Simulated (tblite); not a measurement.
C₆H₃FO.
Atom-mapped SMILES: `[CH:1]#[C:2][C:3]1=[C:4]([F:5])[CH2:6][C:7]1=[O:8]` (hydrogens: H9 on C1; H10, H11 on C6)

Computed with GFN2-xTB (tblite), gas phase: L-BFGS steps from a force-field or distance-geometry start until the largest atomic force falls under 0.01 eV/Å.

Step 0: E = -626.5552 eV
```
atom  x, y, z in Å  |  force x, y, z in eV/Å
C1      3.0000    0.3421    0.0434   -1.116  -0.151   0.011
C2      1.7980    0.1835    0.0449   -1.625  -0.602   0.404
C3      0.3044   -0.0368    0.0728    3.833   0.704  -0.230
C4     -0.6171   -0.7874    0.6998    0.043  -0.449   0.455
F5     -0.5334   -1.7424    1.6672   -0.276   1.123  -1.166
C6     -1.7954   -0.1835   -0.0556   -0.371  -0.125   0.214
C7     -0.7025    0.6570   -0.7473    0.223   0.773  -0.703
O8     -0.6587    1.5213   -1.5922   -0.344  -1.040   0.968
H9      4.0511    0.4911    0.0340   -0.478  -0.029  -0.039
H10    -2.5032    0.4074    0.5382    0.100  -0.210  -0.078
H11    -2.3377   -0.8495   -0.7313    0.013   0.007   0.163
```

Step 1: E = -626.7082 eV
```
atom  x, y, z in Å  |  force x, y, z in eV/Å
C1      2.9840    0.3399    0.0435   -1.220  -0.171   0.017
C2      1.7748    0.1749    0.0507    0.571  -0.247   0.328
C3      0.3592   -0.0267    0.0696   -0.468  -0.458   0.376
C4     -0.6165   -0.7938    0.7063    1.357   1.443  -1.255
F5     -0.5373   -1.7264    1.6505   -0.228   0.357  -0.393
C6     -1.8007   -0.1853   -0.0526    0.592  -0.060   0.137
C7     -0.6993    0.6680   -0.7573    0.536  -1.630   1.709
O8     -0.6636    1.5064   -1.5783   -0.286   1.000  -1.033
H9      4.0442    0.4907    0.0335   -0.808  -0.079  -0.032
H10    -2.5018    0.4044    0.5371   -0.018  -0.106   0.036
H11    -2.3375   -0.8494   -0.7289   -0.026  -0.050   0.109
```

Problem. Estimate the geometry and energy of step 2. (The exact step hangs on the optimiser's Hessian estimate; all steps are aligned on step 1, rigid shifts and turns removed.)

Solution. E = -626.7984 eV, largest force 1.261 eV/Å
```
atom  x, y, z in Å  |  force x, y, z in eV/Å
C1      2.9631    0.3370    0.0438    0.880   0.115   0.005
C2      1.7719    0.1684    0.0570   -0.476  -0.351   0.291
C3      0.3763   -0.0279    0.0726   -1.025  -0.261   0.115
C4     -0.6003   -0.7795    0.6943    0.818   0.735  -0.617
F5     -0.5417   -1.7156    1.6390   -0.142   0.326  -0.351
C6     -1.7959   -0.1867   -0.0497    0.687  -0.066   0.098
C7     -0.6917    0.6534   -0.7414    0.489   0.489  -0.395
O8     -0.6690    1.5120   -1.5848   -0.250  -0.737   0.687
H9      4.0319    0.4896    0.0328   -1.071  -0.121  -0.025
H10    -2.5014    0.4019    0.5371    0.038  -0.106   0.047
H11    -2.3377   -0.8500   -0.7267    0.053  -0.024   0.144
```

The energy changes by -0.0902 eV. The first-order estimate −F·Δx gives -0.1716 eV and the mean of the old and new forces, exact on a quadratic surface, -0.0907 eV. The step makes an angle of 36° with the force vector and moves no atom by more than 0.025 Å.

What follows is the cost of the whole relaxation. Time: 0.1 s. Hardware: Arm Neoverse V2, one thread, shared host with 96 logical CPUs at a one-minute load of 88.
